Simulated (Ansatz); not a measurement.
System: CH3Te, net charge 0, doublet state. It need not be the lowest isomer of its formula. 
Geometry from a B3LYP-D3(BJ)/def2-TZVP (Ansatz, an electronic-structure program) optimisation:
```
C
H 1 1.0858
H 1 1.0858 2 111.46
H 1 1.0897 2 109.58 3 -121.46
Te 1 2.1607 2 109.81 4 -116.62
```
Charge 0, spin multiplicity 2.

Property: atomisation energy (electronic, to ground-state atoms), in kcal/mol. Correlated levels leave the core frozen unless marked. UHF or UKS for open shells. No spin-orbit coupling. The frozen core is the preceding noble-gas configuration, with the filled d and f shells of earlier blocks. In def2 rows, elements after Kr have scalar-relativistic effective core potentials. STO-3G rows are all-electron and non-relativistic. The coupled-cluster limit lacks core correlation, which all-electron functionals hold. CBS(X,Y): correlation extrapolated as X^-3; Hartree-Fock from the larger set. The bracket is a focal-point correction in the basis named.

| level | program | atomisation energy (kcal/mol) |
|---|---|---|
| revPBE/def2-TZVPD | Ansatz | 358.5 |
| PBE0/STO-3G | Ansatz | 449.1 |
| PBE0-D3(BJ)/def2-TZVPD | Ansatz + dftd3 | 366.1 |
| CCSD/def2-SVP | Ansatz | ? |
| RI-MP2/CBS(def2-TZVPPD,def2-QZVPPD)+[CCSD(T)-MP2]/def2-TZVPPD | Ansatz | ? |

### Question
What belongs in the gaps?

### Answer

- CCSD/def2-SVP, atomisation energy (kcal/mol): 339.3
- RI-MP2/CBS(def2-TZVPPD,def2-QZVPPD)+[CCSD(T)-MP2]/def2-TZVPPD, atomisation energy (kcal/mol): 364.0
